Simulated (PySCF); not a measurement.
C₃H₈BNSi.
Numbering: `[CH3:1][C:2]#[C:3][BH:4][SiH2:5][NH2:6]` (hydrogens: H7, H8, H9 on C1; H10 on B4; H11, H12 on Si5; H13, H14 on N6)

Jobs on this species (14 atoms, 52 electrons) with PySCF (density fitting). Hardware of each: one thread of an Arm Neoverse V1, on a shared host. Other jobs ran on the host; a repeat could differ by tens of per cent or more. Peak memory is the resident size of the whole Python process, interpreter and libraries included.

| level and settings | work | basis functions | SCF cycles | wall time | peak memory |
| --- | --- | --- | --- | --- | --- |
| LDA/pcSseg-1 | shieldings | 149 | ? | ? | ? |
| PBE0/6-31G | shieldings, charges and field gradients | 74 | ? | ? | ? |
| mPW1PW91/pcSseg-1 | shieldings | 149 | 14 | 16 s | 0.84 GiB |
| CAM-B3LYP/pcSseg-1 | shieldings | 149 | 14 | 20 s | 0.87 GiB |
| KT3/pcSseg-1 | shieldings | 149 | 16 | 19 s | 0.80 GiB |
| PBE0/def2-TZVP | shieldings, charges and field gradients | 240 | 14 | 35 s | 0.90 GiB |
| OPBE/pcSseg-1 | shieldings | 149 | 15 | 18 s | 0.80 GiB |
| PBE/def2-SVPD | 10 singlets by full TDDFT, 4 Tamm–Dancoff triplets, polarisability, ΔSCF ions | 188 | 15 | 1.9 min | 0.64 GiB |
| KT2/pcSseg-1 | shieldings | 149 | 16 | 18 s | 0.80 GiB |

Fill in the missing figures.

- LDA/pcSseg-1; shieldings: 15 s, 0.71 GiB, 15 SCF cycles
- PBE0/6-31G; shieldings, charges and field gradients: 8.2 s, 0.46 GiB, 14 SCF cycles

What do all jobs in the table cost together?

About 4.4 min; the longest takes about 43 % of that, and about 14 times as long as the shortest.
